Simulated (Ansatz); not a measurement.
Species: bromine atom, Br, charge 0, multiplicity 2.

Computed values are from Ansatz (a program for electronic structure). Correlated levels leave the core frozen unless marked. UHF or UKS for open shells. No spin-orbit coupling. Frozen are the shells of the preceding noble gas and the d and f shells that filled before the atom's block. No relativistic terms. CBS(X,Y): correlation extrapolated as X^-3; Hartree-Fock from the larger set (for Q and 5 zeta extrapolated as (X+1)exp(-9√X)).

- ionisation energy (to the triplet): 11.86 eV at CCSD(T)/CBS(aug-cc-pVTZ,aug-cc-pVQZ)
- electron affinity (to the singlet; negative means unbound): 3.56 eV at CCSD(T)/CBS(aug-cc-pVTZ,aug-cc-pVQZ)
- total energy: -2572.6337 Eh at CCSD(T)/CBS(cc-pVQZ,cc-pV5Z)
- T1 diagnostic: 0.007 at CCSD/cc-pV5Z
